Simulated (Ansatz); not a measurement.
CH6AsNOSi (`N[SiH]([AsH2])C=O`), relaxed with RKS PBE-D4/def2-SVP in Ansatz from a rough embedded geometry. The force threshold is 0.03 eV/Å; the program also tests the step.

The species carries charge 0 and has multiplicity 1.

Start:

```xyz
11

N    -1.278    0.691   -0.562
Si    0.174   -0.249   -0.533
As   -0.122   -1.975    0.941
C     1.595    0.762    0.090
O     1.936    1.776   -0.628
H    -1.456    1.157    0.375
H    -1.126    1.523   -1.209
H     0.445   -0.797   -1.825
H    -1.578   -2.350    0.388
H    -0.710   -1.063    2.053
H     2.119    0.523    0.909
```

```
         step  energy (eV)  largest force (eV/Å)  largest move (Å)
            1  -73358.1649                 7.404             0.000
            2  -73358.5113                 3.104             0.183
            3  -73358.6965                 3.636             0.195
 4 (rejected)  -73358.6433                 4.845             0.200
            5  -73358.9540                 0.458             0.098
            6  -73358.9715                 0.223             0.100
            7  -73358.9893                 0.125             0.150
            8  -73358.9921                 0.317             0.086
            9  -73358.9971                 0.185             0.037
           10  -73359.0022                 0.240             0.093
11 (rejected)  -73358.9824                 1.195             0.195
           13  -73359.0139                 0.151             0.100
           15  -73359.0191                 0.124             0.073
17 (rejected)  -73359.0207                 0.406             0.112
           19  -73359.0292                 0.090             0.055
           21  -73359.0356                 0.127             0.086
           23  -73359.0375                 0.159             0.048
25 (rejected)  -73359.0352                 0.770             0.139
           27  -73359.0431                 0.183             0.069
29 (rejected)  -73359.0372                 0.406             0.037
           31  -73359.0450                 0.048             0.037
           33  -73359.0453                 0.017             0.009
```

End:

```xyz
11

N    -1.290    0.723   -0.757
Si    0.145   -0.238   -0.537
As   -0.164   -1.968    1.090
C     1.689    0.744    0.123
O     1.564    1.845    0.635
H    -1.656    1.204    0.071
H    -1.305    1.364   -1.557
H     0.504   -0.862   -1.862
H    -1.616   -2.157    0.613
H    -0.592   -0.909    2.127
H     2.720    0.255    0.054
```

Run time 55 s (4 threads of a server CPU on a shared host); peak host memory 0.19 GiB.
